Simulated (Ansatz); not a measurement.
Ansatz results at the PBE0-D4/def2-TZVP geometry: size of the dipole moment (ωB97M-V/def2-TZVPP) 3.65 D; HOMO–LUMO gap (PBE/def2-TZVPP) 4.45 eV; LUMO energy (PBE/def2-TZVPP) -2.75 eV.

Each molecule was computed in one conformer, which needn't be the lowest.

(1) Which molecule gave them?
A. `[NH2][In]([OH])[Br]`
B. `[NH2][In]([NH2])[SH]`
C. `O=C=[N][InH][Cl]`
D. `[OH][In]([OH])[F]`

Results:

(1) C. The others give `[OH][In]([OH])[F]`: 2.05, 4.09, -3.26; `[NH2][In]([NH2])[SH]`: 1.58, 3.94, -1.82; `[NH2][In]([OH])[Br]`: 1.63, 3.78, -2.66.
